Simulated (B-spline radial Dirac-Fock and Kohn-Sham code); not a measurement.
# What relativity does to the binding energies of In⁷⁺

System: the In⁷⁺ ion in the configuration [Kr] 4d6.

Both columns are ΔSCF binding energies of the configuration average from a B-spline atomic structure program: non-relativistic Hartree-Fock with a point nucleus, and Dirac-Fock with a finite nucleus and the Coulomb interaction alone, averaged over the two j levels with weights 2j+1.

```csv
shell,Hartree-Fock (eV),Dirac-Fock (eV),shift (eV),shift (%)
1s,27213.9,28162.4,+948.47,+3.49
2s,4156.3,4387.4,+231.11,+5.56
2p,3875.1,3941.4,+66.30,+1.71
3s,913.5,961.7,+48.23,+5.28
3p,797.6,812.2,+14.59,+1.83
3d,584.3,577.6,-6.76,-1.16
4s,242.0,251.9,+9.89,+4.09
4p,200.1,202.8,+2.66,+1.33
4d,133.5,132.3,-1.17,-0.87
```

Relativity binds 1s, 2s, 2p, 3s, 3p, 4s, 4p more strongly, among those listed most of all 2s in relative terms, and 3d, 4d more weakly, because the contracted s and p shells screen the nucleus better.

Values without a named source are computed, but for edge energies of neutral atoms, which are taken from tables.
